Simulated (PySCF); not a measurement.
## Core-level binding energies of `CP(C)[P@H](P)=[Se]`

C₂H₉P₃Se.
Atom-mapped SMILES: `[CH3:1][P:2]([CH3:3])[P@H:4]([PH2:5])=[Se:6]`

Computed with delta-SCF UKS SCAN, pcX-2 on the ionised atom, pcseg-1 elsewhere, spin-free X2C in PySCF 2.14.0. Each binding energy is the total energy of the core-ionised species, with the hole localised on one atom, minus that of the ground state; both are solved self-consistently, so orbital relaxation is included.

Task: Give the core binding energies atom by atom.

Result: 
```
atom(s)                         environment    level  binding energy (eV)  2p1/2 (eV)  above the level's lowest (eV)  count
  C1/C3      sp3 carbon bound to phosphorus     C 1s               290.82           –                           0.00      2
     P2         three-coordinate phosphorus  P 2p3/2               136.34      137.23                           0.00      1
     P2         three-coordinate phosphorus     P 1s              2149.90           –                           0.00      1
     P4  phosphorus bonded to 2 P, Se and H  P 2p3/2               137.47      138.35                          +1.13      1
     P4  phosphorus bonded to 2 P, Se and H     P 1s              2151.19           –                          +1.29      1
     P5         three-coordinate phosphorus  P 2p3/2               136.59      137.48                          +0.25      1
     P5         three-coordinate phosphorus     P 1s              2150.09           –                          +0.19      1
```

Lowest listed P 1s: P2, bonded to 2 C and P. Highest, 1.29 eV above it: P4, bonded to Se (double bond), H and 2 P. The widest gap between neighbouring values is 1.10 eV, between 2150.09 and 2151.19 eV. Summing the Pauling electronegativity differences to the bonded atoms, each weighted by its formal bond order, gives +0.72 for the lowest site and +0.73 for the highest; no listed site has a larger sum than the highest. The smallest sum, +0.02, belongs to P5, 0.19 eV above the lowest.

The listed P 2p3/2 values span 1.13 eV, from P2 (bonded to 2 C and P) to P4 (bonded to Se (double bond), H and 2 P). Summing the Pauling electronegativity differences to the bonded atoms, each weighted by its formal bond order, gives +0.72 for the lowest site and +0.73 for the highest; no listed site has a larger sum than the highest. The smallest sum, +0.02, belongs to P5, 0.25 eV above the lowest.

Task: Which effective nuclear charge Zeff reproduces each element's mean 1s value in the hydrogen-like formula E = 13.606 eV × Zeff²?

Result: C (Z = 6): mean 290.8 eV, Zeff = 4.62, Z − Zeff = 1.38; P (Z = 15): mean 2150.4 eV, Zeff = 12.57, Z − Zeff = 2.43. Means run over the listed sites, weighted by atom count.

One atom of each set of topologically equivalent atoms was ionised and stands for the set; in this conformer not all members are related by symmetry, and their own values weren't computed. 2p3/2 and 2p1/2 are the ΔSCF energy of one spin-free 2p hole plus the eigenvalues of a spin–orbit and ligand-field matrix of the shell. 2p1/2 minus 2p3/2 (ligand field included): P 0.89 eV (mean over sites). No level of selenium is listed. Geometry: PBE0-D3(BJ)/def2-SVP, one conformer, isolated molecule.

Conformer computed: `[CH3:1][P:2]([CH3:3])[P@H:4]([PH2:5])=[Se:6]`: C1–P2–P4–P5 -33°, H–P5–P4–P2 -82°, H–P5–P4–P2 -175°.
